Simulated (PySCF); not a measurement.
CH₈O₂Si₃, SMILES O=CO[SiH2][SiH2][SiH3]. Coordinates come from a PBE-D3(BJ)/def2-SVP optimisation. This is a generated structure with no PubChem entry under its InChIKey; it may be hypothetical. One conformer was computed; it need not be the lowest.

Computed equilibrium geometry at PBE-D3(BJ)/def2-SVP (PySCF confirms it by a frequency run) as a Z-matrix (one conformer of several):
```
Si
H 1 1.5079
H 1 1.5102 2 107.54
Si 1 2.3514 2 107.52 3 115.18
O 4 1.7607 1 111.60 2 41.96
C 5 1.3347 4 117.30 1 49.22
O 6 1.2182 5 124.96 4 -0.86
H 6 1.1195 7 123.86 5 179.88
H 4 1.4997 5 101.25 6 171.51
H 4 1.5036 9 109.44 5 -112.91
Si 1 2.3541 2 111.70 3 -122.78
H 11 1.5000 1 110.74 2 -25.03
H 11 1.5031 12 110.41 7 64.56
H 11 1.5080 12 108.72 13 118.57
```
